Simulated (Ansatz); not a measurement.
A run for Ansatz (a quantum-chemistry and plane-wave program): SC-NEVPT2 on CASSCF(9,8)/cc-pV(T+d)Z on SiN, 2S+1 = 2, a point of a bond scan (R = 1.567 Å). Files ending in .json are basis or fitting sets from the Basis Set Exchange.

Ansatz 0.2 input:
```yaml
crystal:
  periodic: [false, false, false]
  atoms:
    - {symbol: Si, position_ang: [-0.00000000, -0.00000000, -0.52249227]}
    - {symbol: N, position_ang: [0.00000000, 0.00000000, 1.04498455]}
basis:
  gaussian:
    orbitals: cc-pV_T+d_Z.json
    pivot_positions_ang: [[-0.00000000, -0.00000000, -0.52249227], [0.00000000, 0.00000000, 1.04498455]]
magnetization: {spin_polarized: false, initial_magnetization: 1}
correlation: {method: sc_nevpt2, electrons: outside_noble_gas, active_space: {window: {electrons: 9, orbitals: 8}}}
output: {orbitals: {seedname: ./end}}
```

The head of its log:

```
WARN ansatz: RAYON_NUM_THREADS=1 ignored (pool sized by the plan → 1); use --threads N
Functional definition: HF
integrals: 0.01 GiB planned
491 factors; integrals over basis functions are off by at most 4.4e-4 eV
mean field: 0.13 GiB planned
mean field evaluation 1: about -9334.8304 eV, gradient 4.3e1 eV
mean field evaluation 2: about -9334.9518 eV, gradient 4.4e1 eV
mean field evaluation 4: about -9340.7543 eV, gradient 3.0e0 eV
mean field evaluation 8: about -9341.3564 eV, gradient 5.7e-1 eV
mean field evaluation 16: about -9341.3669 eV, gradient 1.4e-6 eV
mean field evaluation 32: about -9341.7314 eV, gradient 1.8e-1 eV
mean field evaluation 64: about -9341.7299 eV, gradient 4.8e-1 eV
mean field evaluation 96: about -9341.7273 eV, gradient 5.9e-1 eV
mean field evaluation 128: about -9341.3569 eV, gradient 6.1e-1 eV
mean field evaluation 160: about -9341.3658 eV, gradient 2.1e-1 eV
mean field -9341.73213408 eV, -343.3023238739 hartree, gradient 5.2e-7 eV, S^2 0.750000; 10 other end points of the search recorded, 0 dependent functions left out
reference -9341.73213408 eV, -343.3023238739 hartree; 11, 10 occupied and 58, 59 virtual orbitals, 491 factors
```

Task: Give the final energy of this run.

Result: -343.5676 hartree.
